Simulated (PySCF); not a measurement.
# How the method changes the shape and vibrations of AlBH3N2 cation

Calculated results; nothing here was measured. They come from PySCF 2.14.0, an open-source quantum chemistry program, on an isolated molecule that a program drew, which may never have been made. The molecule is AlBH3N2 cation (charge +1, singlet), drawn as the SMILES string `[BH+][N]=[Al][NH2]`.

The geometry was optimised and harmonic frequencies were computed with HF and MP2, all in the cc-pV(D+d)Z basis, for the commonest isotopes, with a restricted reference for singlets and an unrestricted one otherwise, and a frozen core in MP2. Each result is a local minimum of its method.

Geometry at the HF minimum:
```xyz
7
AlBH3N2 cation, angstrom
B    -0.2968    2.0481   -0.5033
N     0.5817    2.0840    0.4074
Al    1.7493    2.1317    1.6171
N     2.9358    2.1798    2.8465
H    -1.1084    2.0151   -1.3445
H     3.4466    3.0007    3.1255
H     3.2278    1.3914    3.3996
```

Lengths of the bonds as drawn, in Å (atoms numbered as above):
| bond | HF | MP2 |
|---|---|---|
| B1-N2 | 1.266 | 1.285 |
| N2-Al3 | 1.682 | 1.709 |
| Al3-N4 | 1.709 | 1.725 |
| B1-H5 | 1.169 | 1.178 |
| N4-H6 | 1.006 | 1.021 |
| N4-H7 | 1.006 | 1.021 |

Rotational constants, in GHz:
| constant | HF | MP2 |
|---|---|---|
| A | 369.7 | 356.2 |
| B | 2.669 | 2.6 |
| C | 2.65 | 2.581 |

Harmonic frequencies in cm^-1, each column in rising order, so a row needn't be the same motion in every method:
| rank | HF | MP2 |
|---|---|---|
| 1 | 113 | 92 |
| 2 | 114 | 96 |
| 3 | 213 | 181 |
| 4 | 234 | 188 |
| 5 | 476 | 368 |
| 6 | 680 | 638 |
| 7 | 724 | 677 |
| 8 | 839 | 751 |
| 9 | 843 | 758 |
| 10 | 1066 | 1016 |
| 11 | 1646 | 1517 |
| 12 | 1883 | ? |
| 13 | 3009 | 2923 |
| 14 | 3744 | 3575 |
| 15 | 3825 | 3671 |

**Estimate the missing MP2 frequency from the HF column.**

A single factor s that minimises the squared misfit of MP2 against s times HF over the other rows is sum(HF x MP2) / sum(HF^2) = 0.9542, with an rms misfit of 38 cm^-1. For rank 12 it gives 0.9542 x 1883 = 1797 cm^-1. The calculation gives 1792 cm^-1, 5 cm^-1 below the estimate. The drawn bonds are on average 1.3 % longer in MP2 than in HF.
